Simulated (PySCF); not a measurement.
Electron correlation in Bi²⁺ (bismuth, charge +2)

[Xe] 4f14 5d10 6s1 6p1 7s1, high-spin 4P determinant (an excited configuration). Computed with PySCF 2.14 in aug-cc-pVTZ-PP with one added diffuse shell each of d, f type with ECP60MDF (6s5p5d3f, 67 functions), with a scalar-relativistic core potential. Frozen: 5s2 5p6 5d10; 3 electrons correlated.

```json
{"level": "CCSD", "correlation energy (mhartree)": "-11.55"}
{"level": "(T)", "correlation energy (mhartree)": "-0.08"}
{"level": "CCSD(T)", "correlation energy (mhartree)": "-11.63"}
```

Diagnostics: T1 = 0.017, D1 = 0.0405, largest double amplitude 0.047.

Q: Is a single reference adequate?

A: Yes, within this model without spin-orbit coupling: T1 lies below 0.03 and no double amplitude reaches 0.07.
